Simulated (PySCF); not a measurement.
These are ωB97X-D3(BJ)/def2-TZVP // B3LYP-D3(BJ)/def2-TZVP in PySCF values and carry that method's errors. Isolated molecules, 0 K electronic values unless said otherwise. One relaxed conformer stands for a flexible species; it need not be the lowest. Delta-SCF ions had no search for a lower state. Excitations are Tamm–Dancoff values on a coarser integration grid. The basis has no diffuse functions, so Rydberg states are missing or too high.

Reference species (SMILES): `[CH3][In]([CH3])[CH3]` (neutral, multiplicity 1).

- vertical ionisation energy (Delta-SCF): 9.13 eV
- brightest of the four lowest singlets (TDA): 6.77 eV

Changed species: `[CH3][In]([CH3])[NH2]` (1 of 3 CH3 replaced by NH2; the reference has 0 of 3 CH3 replaced by NH2).

### Question
What does the change do to the vertical ionisation energy (Delta-SCF) and brightest of the four lowest singlets (TDA)?

### Answer
the vertical ionisation energy (Delta-SCF) falls by 0.39 eV, to 8.74 eV; the brightest of the four lowest singlets (TDA) drops by 0.74 eV, to 6.03 eV.
